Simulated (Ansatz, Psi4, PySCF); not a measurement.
Molecule: difluorosilane, SiH2F2 (charge 0, singlet). SMILES: F[SiH2]F
Geometry: optimised at B3LYP-D3(BJ)/def2-TZVP (Ansatz, a first-principles code).

Wanted: vertical triplet-singlet gap, E(triplet) - E(singlet), in eV. Set-up: 6-311+G** with 5d, 6d on Na to Ar in Ansatz; 6-31G* and kin with 6d, 5d where marked; non-relativistic; dispersion terms only where a functional's name holds one; each state is the SCF solution reached for its charge and spin; valence correlation only; spin-orbit terms left out; UHF or UKS for open shells. Ab initio and DFT rows: single points at B3LYP-D3(BJ) geometries (Ansatz). Levels can end on unlike triplets.

| level | program | vertical triplet-singlet gap, E(triplet) - E(singlet) (eV) |
|---|---|---|
| HF/6-31G* | Ansatz | 9.64 |
| HF/6-311+G** | Ansatz | 8.84 |
| PBE/6-31G* | Ansatz | 7.84 |
| PBE/6-311+G** | Ansatz | 7.39 |
| B3LYP/STO-3G | Ansatz | 10.26 |
| B3LYP/3-21G | Ansatz | 8.89 |
| B3LYP/6-31G* | Ansatz | 8.45 |
| B3LYP/6-311+G** | Ansatz | 7.97 |
| M06-2X/6-31G* (5d) | PySCF | 9.03 |
| wB97X-D/6-31G* | Psi4 | 8.87 |
| MP2/6-31G* | Ansatz | 9.26 |
| MP2/6-311+G** | Ansatz | 8.69 |
| B3LYP/def2-TZVPD | Ansatz | 7.91 |
| PBE0/def2-TZVPD | Ansatz | 7.83 |
| M06-2X/def2-TZVPD | PySCF | 8.31 |

No value to compare with is used here. The 12 habitual levels span 7.39 (PBE/6-311+G**) to 10.26 eV (B3LYP/STO-3G); PBE0/def2-TZVPD gives 7.83.

The levels are drawn from those run, B3LYP/6-31G* more often than the rest, none by its result; runs whose electronic state is in doubt are left out.
